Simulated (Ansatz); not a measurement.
F4Hf, charge +1, quartet, at a GFN2-xTB geometry of the parent state (such geometries of metal compounds can be far from the true shape) (the multiplicity is a formal guess) (core potentials on Hf); Ansatz (a quantum-chemistry and plane-wave program) with PBE0/def2-SVP.

Here is a job for Ansatz.
Ansatz 0.2 input:
```yaml
crystal:
  periodic: [false, false, false]
  atoms:
    - {symbol: Hf, position_ang: [0.00000000, -0.00000000, -0.00000000]}
    - {symbol: F, position_ang: [1.22674153, 0.87023871, -1.08387958]}
    - {symbol: F, position_ang: [0.88960024, -1.19152916, 1.10719231]}
    - {symbol: F, position_ang: [-1.21136832, -0.92425168, -1.05610168]}
    - {symbol: F, position_ang: [-0.90497345, 1.24554213, 1.03278894]}
basis:
  gaussian:
    orbitals: def2-SVP
hamiltonian:
  xc: pbe0
total_charge: 1
magnetization: {spin_polarized: true, initial_magnetization: 3}
```

It wrote (shortened):

```
Functional definition: PBE0
828 factors; integrals over basis functions are off by at most 4.3e-4 eV
mean field evaluation 1: about -12134.1870 eV, gradient 4.3e1 eV
mean field evaluation 2: about -12129.7835 eV, gradient 5.7e1 eV
mean field evaluation 4: about -12137.9103 eV, gradient 2.0e1 eV
mean field evaluation 8: about -12139.6726 eV, gradient 5.1e-1 eV
mean field evaluation 16: about -12140.3605 eV, gradient 1.2e0 eV
mean field evaluation 32: about -12140.5837 eV, gradient 2.2e-5 eV
mean field evaluation 64: about -12140.4102 eV, gradient 2.9e-3 eV
mean field evaluation 96: about -12140.5473 eV, gradient 2.4e0 eV
mean field evaluation 128: about -12140.4979 eV, gradient 8.0e-1 eV
mean field -12140.58369423 eV, -446.1582215798 hartree, gradient 9.1e-6 eV, S^2 3.766015; 9 other end points of the search recorded, 0 dependent functions left out
reference -12140.58375483 eV, -446.1582238067 hartree; 25, 22 occupied and 63, 66 virtual orbitals, 828 factors
Total energy: -12140.58375483 eV, -446.1582238067 hartree
```
